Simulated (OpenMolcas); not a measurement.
# d8 ions of charge +2 down a group on the Zn site of KZnF3

| Quantity | Value |
| --- | --- |
| Program | OpenMolcas 26.06 |
| Method | CASSCF |
| Spin-orbit coupling | state interaction with AMFI integrals over the reference wave functions |

The d shell is active. Each dopant is a cluster with its nearest anions in model potentials and point charges, with no relaxation. Distances were set from a Shannon-type radius of the metal (high-spin where two are listed) plus a fixed donor radius (F 1.31 Å), in hosts weighted 0.65 to 0.35 with the host's distance in the model lattice. Ligand basis ANO-RCC-VDZP, DKH2 Hamiltonian. States (labels of O, the rotations of Oh). Energies in cm-1 above the lowest state or level, χT in cm3 K/mol; 10Dq and B are least-squares fits to the states below 45000 cm-1, weighted by degeneracy, with a free offset, and given where the rms deviation is under 5 % of |10Dq| (or 100 cm-1) and under 700 cm-1. Spin-only χT is S(S+1) / 2 for the spin of the ground state.

```
 Ion  Shell  R (Å)   Metal basis  Ground state  First state of that spin   10Dq  B (rms of fit)  First gap with spin-orbit (degeneracies)  χT at 300 K  First state of another spin  Spin-only χT
Ni2+    3d8  2.009  ANO-RCC-VTZP           3A2                  3T2 6673   6492       1288 (86)                               6407 (3, 2)        1.455                     1E 18869         1.000
Pd2+    4d8   2.12  ANO-RCC-VTZP           3A2                 3T2 12923  12948        887 (62)                              11538 (3, 2)        1.421                     1E 13908         1.000
Pt2+    5d8  2.081  ANO-RCC-VTZP           3A2                 3T2 19470  19373        797 (72)                              10874 (3, 2)        1.646                     1E 12659         1.000
```

|10Dq| changes by factors of 12948 / 6492 = 1.99 from Ni2+ to Pd2+, 19373 / 12948 = 1.50 from Pd2+ to Pt2+.

B goes from 1288 cm-1 (Ni2+) to 797 cm-1 (Pt2+).

Every ion keeps the highest spin of its shell. χT departs most from the spin-only value for Pt2+, by +0.646 cm3 K/mol.

Without dynamic correlation the repulsion within the d shell is too large (B by tens of per cent), so at a given field states of lower spin stand too high. Ligand-to-metal charge-transfer states are missing. With no ligand orbital active B as a rule stays too high, so bands that hang on it stand too high and its fall with covalency is understated. With metal d orbitals alone and no dynamic correlation 10Dq can be off by a tenth to a fifth, either way, in oxide and fluoride hosts (holds for Ni2+). Real 4d8 and 5d8 ions are as a rule square planar and diamagnetic (holds for Pd2+; Pt2+). With metal d orbitals alone the field can be off either way by tens of per cent (holds for Pd2+; Pt2+). No measured value stands beside these numbers; the geometry was set by hand and not optimised.
